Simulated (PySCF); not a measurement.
C₅H₄F₃NS.
Bonds: N1–C2, C2–C3 (aromatic), C3–C4 (aromatic), C4–C5 (aromatic), C5–C6, C6–F7, C6–F8, C6–F9, C5–S10 (aromatic), C2–S10 (aromatic). Hydrogens: H11, H12 on N1; H13 on C3; H14 on C4.

Method: PySCF, PBE0-D3(BJ)/def2-SVP geometry optimisation, gas phase; density fitting, grid level 2; the optimiser is geomeTRIC in internal coordinates, started from a GFN2-xTB structure.

Step 0: E = -25692.6858 eV
```
atom  x, y, z in Å  |  force x, y, z in eV/Å
N1     -2.8437    0.2299   -0.2439    0.155   0.008  -0.161
C2     -1.5025    0.0577   -0.0427   -0.231   0.219  -0.287
C3     -0.8829   -0.8974    0.7193    0.046  -0.002   0.058
C4      0.5187   -0.8364    0.6368    0.022   0.275  -0.193
C5      0.9607    0.1605   -0.1806    0.305   0.260  -0.241
C6      2.3615    0.5091   -0.5035    0.990   0.206  -0.156
F7      2.6413    0.4347   -1.8208   -0.306   0.034   0.228
F8      3.2313   -0.3069    0.1114   -0.376  -0.026   0.028
F9      2.6981    1.7634   -0.1356   -0.308  -0.212  -0.080
S10    -0.3542    1.0592   -0.8787   -0.003  -0.168   0.120
H11    -3.4523   -0.1661    0.4542   -0.149  -0.017   0.116
H12    -3.1400    1.1149   -0.6211   -0.181   0.160  -0.002
H13    -1.4151   -1.6166    1.3133   -0.354  -0.403   0.316
H14     1.1836   -1.4990    1.1607    0.388  -0.332   0.253
```

Step 1: E = -25692.7204 eV
```
atom  x, y, z in Å  |  force x, y, z in eV/Å
N1     -2.8505    0.2454   -0.2496   -0.080  -0.016  -0.011
C2     -1.5084    0.0497   -0.0528    0.039   0.034  -0.007
C3     -0.8831   -0.9133    0.7113   -0.075  -0.049   0.031
C4      0.5293   -0.8415    0.6237    0.088  -0.066   0.039
C5      0.9751    0.1605   -0.1923   -0.015   0.014   0.012
C6      2.3855    0.5183   -0.5041   -0.411  -0.096   0.043
F7      2.6583    0.3907   -1.8085    0.132   0.003  -0.022
F8      3.2182   -0.2741    0.1726    0.122   0.060  -0.042
F9      2.6626    1.7876   -0.1827    0.129   0.026   0.005
S10    -0.3519    1.0441   -0.8826    0.011   0.023  -0.018
H11    -3.4618   -0.1542    0.4519    0.035   0.007  -0.023
H12    -3.1520    1.1550   -0.5745    0.032  -0.005   0.022
H13    -1.4275   -1.6484    1.3061    0.018   0.027  -0.009
H14     1.2105   -1.5130    1.1498   -0.025   0.039  -0.018
```

Problem. Estimate the geometry and energy of step 2. (The exact step hangs on the optimiser's Hessian estimate; all steps are aligned on step 1, rigid shifts and turns removed.)

Solution. E = -25692.7226 eV, largest force 0.105 eV/Å
```
atom  x, y, z in Å  |  force x, y, z in eV/Å
N1     -2.8519    0.2434   -0.2528   -0.023   0.000  -0.034
C2     -1.5095    0.0496   -0.0543    0.012  -0.004   0.021
C3     -0.8871   -0.9149    0.7114    0.009   0.006  -0.002
C4      0.5266   -0.8431    0.6265    0.004  -0.008  -0.011
C5      0.9706    0.1596   -0.1904    0.081   0.032  -0.010
C6      2.3797    0.5173   -0.5050    0.030  -0.008  -0.001
F7      2.6666    0.3908   -1.8075   -0.055  -0.019  -0.067
F8      3.2263   -0.2662    0.1654   -0.012  -0.081   0.065
F9      2.6715    1.7849   -0.1858   -0.054   0.080   0.026
S10    -0.3536    1.0462   -0.8816    0.006  -0.017  -0.004
H11    -3.4607   -0.1599    0.4475    0.000  -0.004   0.005
H12    -3.1493    1.1579   -0.5658   -0.002   0.014   0.012
H13    -1.4326   -1.6475    1.3068    0.000   0.005   0.003
H14     1.2078   -1.5112    1.1541    0.004   0.004  -0.001
```

The energy changes by -0.0022 eV. The first-order estimate −F·Δx gives -0.0073 eV and the mean of the old and new forces, exact on a quadratic surface, -0.0022 eV. The step makes an angle of 58° with the force vector and moves no atom by more than 0.013 Å.

The cost below is that of the whole optimisation. Hardware: Arm Neoverse V1, one thread (shared host). Cost: 89 s of wall time, 0.85 GiB resident at most.
